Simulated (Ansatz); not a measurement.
Born–Oppenheimer molecular dynamics of AlFH$_{4}$OSi (8 atoms, charge 0, multiplicity 1). It starts at the highest image of a converged band. Of that band: Neighbouring images differ by up to 2.6 eV, so the band resolves the path poorly. A vibrational analysis at the climbing image gives one clearly imaginary mode, 1232i cm⁻¹, and a faint second one (13i cm⁻¹) that may be numerical noise or a soft torsion: probably a first-order saddle point.

The calculation used Ansatz, RKS B3LYP-D4/6-31G*.

| Quantity | Value |
| --- | --- |
| ensemble | NVE (velocity Verlet) |
| time step | 0.5 fs |
| steps asked | 200 |
| starting velocities drawn for | 100 K |
| seed | 10989 |

Frames 5 fs apart, positions in Å.

Velocities at 35 fs (Å/ps):

```
Al -8.05 6.83 7.64
H 14.81 -12.44 -11.74
F 14.20 -4.38 -5.88
O 0.50 -3.30 -2.48
Si -2.00 -1.64 -1.81
H -16.87 6.94 12.51
H 1.22 1.89 -7.32
H -3.43 1.25 2.61
```

```xyz
8
Properties=species:S:1:pos:R:3 time_fs=35 energy_less_start_eV=-0.496 T=740
Al -0.247 0.377 0.691
H 2.434 0.176 0.370
F 1.765 -0.332 -0.005
O -1.479 -0.488 -0.189
Si -2.723 -1.317 -0.821
H -3.125 -2.387 0.110
H -3.912 -0.450 -1.064
H -2.342 -1.956 -2.141
8
Properties=species:S:1:pos:R:3 time_fs=40 energy_less_start_eV=-0.554 T=814
Al -0.290 0.412 0.730
H 2.549 0.166 0.354
F 1.835 -0.359 -0.039
O -1.470 -0.501 -0.200
Si -2.735 -1.327 -0.832
H -3.215 -2.365 0.164
H -3.902 -0.437 -1.101
H -2.367 -1.947 -2.110
8
Properties=species:S:1:pos:R:3 time_fs=45 energy_less_start_eV=-0.596 T=868
Al -0.339 0.447 0.769
H 2.569 0.125 0.319
F 1.911 -0.386 -0.074
O -1.451 -0.510 -0.205
Si -2.749 -1.336 -0.838
H -3.279 -2.321 0.144
H -3.885 -0.416 -1.140
H -2.377 -1.993 -2.123
8
Properties=species:S:1:pos:R:3 time_fs=50 energy_less_start_eV=-0.584 T=853
Al -0.391 0.480 0.805
H 2.621 0.132 0.325
F 1.984 -0.417 -0.112
O -1.432 -0.517 -0.209
Si -2.760 -1.342 -0.843
H -3.325 -2.311 0.111
H -3.856 -0.387 -1.180
H -2.386 -2.065 -2.118
8
Properties=species:S:1:pos:R:3 time_fs=55 energy_less_start_eV=-0.554 T=814
Al -0.448 0.509 0.837
H 2.637 0.130 0.327
F 2.058 -0.448 -0.150
O -1.420 -0.528 -0.211
Si -2.763 -1.341 -0.848
H -3.365 -2.341 0.119
H -3.819 -0.358 -1.220
H -2.402 -2.112 -2.043
8
Properties=species:S:1:pos:R:3 time_fs=60 energy_less_start_eV=-0.535 T=789
Al -0.507 0.533 0.863
H 2.631 0.108 0.313
F 2.132 -0.477 -0.187
O -1.417 -0.542 -0.211
Si -2.759 -1.335 -0.847
H -3.365 -2.303 0.108
H -3.784 -0.335 -1.257
H -2.386 -2.174 -2.022
8
Properties=species:S:1:pos:R:3 time_fs=65 energy_less_start_eV=-0.515 T=765
Al -0.570 0.551 0.884
H 2.659 0.129 0.337
F 2.203 -0.509 -0.225
O -1.421 -0.554 -0.207
Si -2.747 -1.327 -0.844
H -3.370 -2.235 0.136
H -3.758 -0.327 -1.294
H -2.357 -2.200 -2.015
8
Properties=species:S:1:pos:R:3 time_fs=70 energy_less_start_eV=-0.510 T=758
Al -0.635 0.563 0.898
H 2.646 0.083 0.302
F 2.275 -0.535 -0.259
O -1.425 -0.560 -0.195
Si -2.731 -1.319 -0.843
H -3.405 -2.177 0.211
H -3.737 -0.333 -1.333
H -2.339 -2.167 -1.971
8
Properties=species:S:1:pos:R:3 time_fs=75 energy_less_start_eV=-0.502 T=747
Al -0.701 0.570 0.908
H 2.674 0.088 0.312
F 2.343 -0.564 -0.295
O -1.425 -0.557 -0.175
Si -2.716 -1.311 -0.838
H -3.414 -2.086 0.222
H -3.717 -0.341 -1.373
H -2.302 -2.178 -1.976
8
Properties=species:S:1:pos:R:3 time_fs=80 energy_less_start_eV=-0.456 T=687
Al -0.764 0.577 0.917
H 2.688 0.059 0.292
F 2.411 -0.590 -0.329
O -1.421 -0.549 -0.153
Si -2.706 -1.304 -0.836
H -3.430 -2.037 0.213
H -3.687 -0.340 -1.415
H -2.266 -2.206 -1.960
8
Properties=species:S:1:pos:R:3 time_fs=85 energy_less_start_eV=-0.409 T=627
Al -0.822 0.589 0.931
H 2.710 0.020 0.261
F 2.477 -0.615 -0.361
O -1.420 -0.545 -0.136
Si -2.697 -1.298 -0.837
H -3.473 -2.058 0.219
H -3.639 -0.325 -1.458
H -2.247 -2.220 -1.879
8
Properties=species:S:1:pos:R:3 time_fs=90 energy_less_start_eV=-0.392 T=606
Al -0.873 0.610 0.953
H 2.752 0.021 0.269
F 2.541 -0.642 -0.395
O -1.424 -0.550 -0.129
Si -2.694 -1.296 -0.837
H -3.485 -2.059 0.163
H -3.583 -0.302 -1.502
H -2.207 -2.285 -1.843
```

Of the whole run (100 fs, mean temperature of the second half 710 K): The conserved energy stayed within 0.055 meV per atom of its start (net change -0.0028 meV per atom), so the integration is sound. The kinetic energy rose, since the run started high on the potential surface and went downhill. It ends in pieces (AlH3OSi + FH), so much of that is their flight and rotation, not heat. A run of 0.1 ps of so small a system gives no equilibrium averages. The orbitals stay closed-shell, which can raise the energy where a bond breaks towards radicals; this wasn't checked here.

The run took 11 min on 1 thread of Arm Neoverse V1 (shared host), peak memory 0.16 GiB.
